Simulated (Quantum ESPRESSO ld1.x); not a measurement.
Problem. Species: the carbon ion C3+. Configuration: [He] 2s1. All-electron calculation, scalar-relativistic Kohn-Sham, LDA (Slater exchange, VWN5 correlation), spin-polarised, spherical densities, point nucleus; open shells are filled with parallel spins first. Program: ld1.x of Quantum ESPRESSO 7.5. Some entries of the table are withheld. Estimate them.

orbital  occ.  eigenvalue (hartree)  <r> (bohr)
1s up       1              -12.1080      0.2711
1s down     1              -12.0676      0.2708
2s up       1                   (1)       1.276
2s down     0                   (2)       1.304

Solution. 
(1) 2s up eigenvalue (hartree): -2.10517
(2) 2s down eigenvalue (hartree): -1.92945
